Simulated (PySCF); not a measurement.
C₃H₇ClSi, SMILES Cl[SiH2]C1CC1.

Coordinates come from a PBE-D3(BJ)/def2-SVP optimisation. This is a generated structure with no PubChem entry under its InChIKey; it may be hypothetical. One conformer was computed; it need not be the lowest.

All values below come from PBE-D3(BJ)/def2-SVP in PySCF.

Frequencies are harmonic and unscaled.

| mode | ν (cm⁻¹) | IR (km/mol) | moving atoms (share of kinetic energy) |
|---|---|---|---|
| 1 | 55 | 0.3 | C 39 %, H 22 %, Cl 21 %, Si 17 % |
| 2 | 116 | 1.0 | C 34 %, H 26 %, Cl 23 %, Si 17 % |
| 3 | 222 | 0.6 | C 45 %, H 37 %, Si 15 % |
| 4 | 278 | 2.8 | C 55 %, H 23 %, Cl 17 % |
| 5 | 525 | 49.0 | Si 44 %, Cl 34 %, H 15 % |
| 6 | 555 | 35.1 | H 53 %, Si 31 %, Cl 8 % |
| 7 | 646 | 21.9 | H 50 %, C 27 %, Si 22 % |
| 8 | 694 | 7.4 | H 89 % |
| 9 | 771 | 8.6 | H 93 % |
| 10 | 794 | 13.7 | H 92 % |
| 11 | 844 | 186.1 | H 72 %, C 20 %, Si 8 % |
| 12 | 886 | 63.4 | C 71 %, H 27 % |
| 13 | 912 | 70.2 | H 86 %, C 11 % |
| 14 | 923 | 69.1 | C 61 %, H 36 % |
| 15 | 998 | 5.6 | H 76 %, C 23 % |
| 16 | 1020 | 11.5 | H 78 %, C 22 % |
| 17 | 1031 | 2.9 | H 72 %, C 28 % |
| 18 | 1074 | 2.0 | H 92 % |
| 19 | 1136 | 0.2 | H 70 %, C 30 % |
| 20 | 1183 | 1.0 | H 59 %, C 41 % |
| 21 | 1271 | 17.7 | C 55 %, H 44 % |
| 22 | 1392 | 3.7 | H 92 % |
| 23 | 1436 | 1.2 | H 68 %, C 32 % |
| 24 | 2162 | 81.4 | H 97 % |
| 25 | 2176 | 119.9 | H 96 % |
| 26 | 3055 | 10.9 | H 95 % |
| 27 | 3059 | 8.0 | H 95 % |
| 28 | 3082 | 0.8 | H 92 %, C 8 % |
| 29 | 3144 | 0.2 | H 89 %, C 11 % |
| 30 | 3154 | 5.7 | H 89 %, C 11 % |
